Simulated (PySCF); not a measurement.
B2HO2, SMILES O=BB=[OH+], charge +1. Coordinates come from a PBE-D3(BJ)/def2-TZVP optimisation. The isomer is the one that the SMILES or the coordinates give; other isomers of the formula were not compared. The values are those of a single conformer.

Q: Give the equilibrium geometry at PBE-D3(BJ)/def2-TZVP (PySCF confirms it by a frequency run) as Cartesian coordinates in Å, and its point group. (Estimate from the structure and the level; the computed values follow.)

A: One answer among several that fit: point group C∞v.
```xyz
5

O      0.0000     0.0000    -2.1414
B      0.0000     0.0000    -0.9357
B      0.0000     0.0000     0.7004
O      0.0000     0.0000     1.9257
H      0.0000     0.0000     2.9024
```
Charge +1, spin multiplicity 1.
